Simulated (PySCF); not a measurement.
Species: dichlorosilane, sum formula SiH$_{2}$Cl$_{2}$ (charge 0, singlet). 
Structure (B3LYP-D3(BJ)/def2-TZVP (Ansatz) minimum search):
```xyz
5

Si    -0.0248    -0.7650     0.0400
Cl     1.6947     0.3538    -0.0114
Cl    -1.6683     0.4617    -0.0313
H     -0.0563    -1.5128     1.3053
H     -0.0459    -1.6411    -1.1402
```
Charge 0, spin multiplicity 1.

Dispersion corrections to the total energy (kcal/mol) from the dftd3 and dftd4 libraries through PySCF: D3(BJ) without and D4 with the three-body term, each with the damping fitted for the functional named.

| functional | D3(BJ) | D4 |
|---|---|---|
| TPSS | … | -3.80 |
| CAM-B3LYP | -2.54 | -2.45 |
| BHLYP | -4.68 | -3.93 |
| BP86 | -5.22 | … |
| BLYP | -6.54 | -6.17 |
| HSE06 | … | -2.23 |
| revPBE | -6.78 | -7.58 |

### Question
Fill in the missing entries.

### Answer

- TPSS, D3(BJ): -3.71
- BP86, D4: -3.89
- HSE06, D3(BJ): -2.12
